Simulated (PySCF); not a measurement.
## Pt2Se, triplet: molecular constants

Computed with PySCF, UB3LYP, basis Se def2-SVP, Pt def2-SVP with ECP60 (scalar-relativistic core potentials, no spin–orbit coupling, density fitting).

The structure is a minimum.

| Property | Result |
| --- | --- |
| Point group | C2v |
| Bond lengths | Pt–Pt 2.692 Å, Se–Pt 2.312 Å (×2) |
| Bond angles | Pt–Pt–Se 54.4° (×2), Pt–Se–Pt 71.2° |
| Rotational symmetry number | 2 |
| Entropy at 298.15 K and 1 bar (electronic part: spin only) | 344.0 J/(mol K) |
| Atomisation energy without zero-point energy | 616 kJ/mol |
| Spin squared ⟨S²⟩ | 2.009 |
| Lowest empty level (β) | -4.06 eV |
| Enthalpy at 298.15 K above 0 K | 14.34 kJ/mol |
| Principal polarisabilities | 68.5, 88.8, 122.4 bohr³ |
| Zero-point energy | 3.7 kJ/mol |
| Highest occupied level (α) | -5.95 eV |
| Rotational constants | 0.07198, 0.02386, 0.01792 cm⁻¹ |
| Heat capacity Cp at 298.15 K | 56.1 J/(mol K) |
| Dipole moment | 1.05 D |
| Principal quadrupole moments (Buckingham, traceless) about the centre of mass | -7.54, 2.87, 4.66 D Å |

Harmonic modes (masses in u: Se 79.917, Pt 194.965):
```tsv
symmetry	ω (cm⁻¹)	IR (km/mol)
a1	112	0.0
b2	212	0.1
a1	292	0.2
```

In C2v the vibrations span 2a1 + b2. Here b1 is antisymmetric to the molecular plane and b2 lies in it.

Charges (e):
| atom | Mulliken | Löwdin | polar tensor | spin (Mulliken) | Mayer order to Se1 |
| --- | --- | --- | --- | --- | --- |
| Se1 | 0.00 | 0.56 | -0.07 | 0.74 | – |
| Pt2,3 | 0.00 | -0.28 | 0.03 | 0.63 | 1.31 |
Other Mayer orders above 0.3: Pt–Pt 0.79.

Mulliken populations on Se1: s 7.93, p 15.95, d 10.12.

Outer orbital energies (eV). α occupied: -7.61, -7.60, -7.22, -6.88, -6.64, -6.55, -6.30, -5.95; empty: -2.91, -2.86, -0.41, -0.01. β occupied: -7.94, -7.36, -7.25, -6.95, -6.70, -6.69, -6.30, -6.21; empty: -4.06, -3.67, -2.66, -2.53.

This need not be the most stable arrangement of these atoms. With open d or f shells other occupations or spin states may lie lower. No spin–orbit coupling is included, which matters more the heavier the element.

The final relaxation and frequency run took of the order of 2 core-minutes on a shared host.
